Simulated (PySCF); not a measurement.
PySCF input file for CsI, SMILES [Cs][I], PBE-D3(BJ)/def2-TZVPD. The structure is a stationary point at PBE-D3(BJ)/def2-TZVPD. The def2 effective core potentials stand for the cores of Cs, I; spin–orbit coupling is left out.

```python
import numpy as np
from pyscf import gto, scf, dft, df
from pyscf.hessian import thermo

mol = gto.M(
    atom='''
    Cs    0.00000000    0.00000000   -1.63951214
    I     0.00000000    0.00000000    1.70138052
    ''',
    basis='def2-TZVPD',
    ecp={'Cs': 'def2-tzvp', 'I': 'def2-tzvp'},
    charge=0,
    spin=0,
    max_memory=1600,
    verbose=3,
)
mf = dft.RKS(mol, xc='pbe').density_fit(auxbasis='def2-universal-jkfit')
mf.disp = 'd3bj'
mf.grids.level = 3
mf.conv_tol = 1e-11
mf.max_cycle = 100
mf.kernel()

# [left out here: the lines that compute and print the analytic Hessian (its translational invariance restored by hand, since the grid's response is missing), thermochemistry and intensities]
```

Program output:

```
converged SCF energy = -317.943708320232

WARN: DFTD3 does not support analytical Hessian, using finite difference


WARN: Mole.unit (angstrom) is changed to Bohr

Mode                                 0
Irrep
Freq [cm^-1]                      114.4750
Reduced mass [au]                 129.7664
Force const [Dyne/A]                1.0019
Char temp [K]                     164.7041
Normal mode                   x     y     z
       0  Cs                 0.00  0.00 -0.06
       1   I                 0.00  0.00  0.06
temperature 298.1500 [K]
pressure 101325.00 [Pa]
Rotational constants [GHz] inf 0.69747 0.69747
Symmetry number 1
Zero-point energy (ZPE) 0.00026 [Eh]   684.713 [J/mol]
                           tot       elec      trans        rot        vib
Entropy [J/mol/K]       275.372      0.000    178.088     83.931     13.354
Cv [J/mol/K]             28.892      0.000     12.472      8.314      8.106
Cp [J/mol/K]             37.207      0.000     20.786      8.314      8.106
Internal energy [J/mol]                      3718.434   2478.956   2541.679
Internal energy [Eh]   -317.94038  -317.94371
Enthalpy [J/mol]                             6197.391   2478.956   2541.679
Enthalpy [Eh]          -317.93944
Gibbs free energy [J/mol]                  -46899.486 -22545.110  -1439.687
Gibbs free energy [Eh] -317.97071
mode   freq/cm-1   IR/(km/mol)
   1      114.48        19.496
max |gradient| / (hartree/bohr): 0.00017601789482401335
APT charges: [ 0.8416 -0.8418]
```

The run converged.

Cost: about 30 core-seconds (a rough figure).
